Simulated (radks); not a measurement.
Cd II, configuration [Kr] 4d9 5p2 (not the ground configuration).

Method: scalar-relativistic Kohn-Sham, PBEsol, spin-polarised, spherical densities, point nucleus; open shells are filled with parallel spins first (spin-orbit coupling, left out, can overturn this in heavy ions); computed with a radial shooting solver on a logarithmic mesh with Libxc functionals.

Energy parts (eV):
total: -152137.734
kinetic: 158302.955
electron-nucleus: -367167.008
Hartree: 60837.564
exchange-correlation: -4111.245

Orbitals (lengths in bohr, moments of r in powers of bohr; r(90%) holds 90 % of the orbital's charge):
orbital  occ.  eigenvalue (eV)     <r^2>  r(90%)
1s up       1        -26528.40  0.001251  0.0546
1s down     1        -26528.36  0.001251  0.0546
2s up       1        -3953.533   0.02045   0.203
2s down     1        -3953.310   0.02045   0.203
2p up       3        -3549.845   0.01612   0.187
2p down     3        -3549.654   0.01612   0.187
3s up       1        -750.6365    0.1470   0.528
3s down     1        -750.4851    0.1470   0.528
3p up       3        -618.2551    0.1482   0.537
3p down     3        -618.0850    0.1482   0.537
3d up       5        -410.9645    0.1334   0.529
3d down     5        -410.7352    0.1333   0.529
4s up       1        -122.9655    0.8692    1.27
4s down     1        -122.1103    0.8681    1.27
4p up       3         -83.8613     1.041    1.41
4p down     3         -82.9767     1.038    1.40
4d up       5         -27.7693     1.788    1.92
4d down     4         -26.7314     1.753    1.90
5p up       2         -10.4736     10.59    4.51
5p down     0          -8.5143     10.73    4.55

The highest occupied level is 5p up at -10.474 eV. Summed over all electrons, <r^2> = 47.77 bohr^2, which gives a Langevin (diamagnetic) susceptibility term of -37.8 x 10^-6 cm^3/mol.
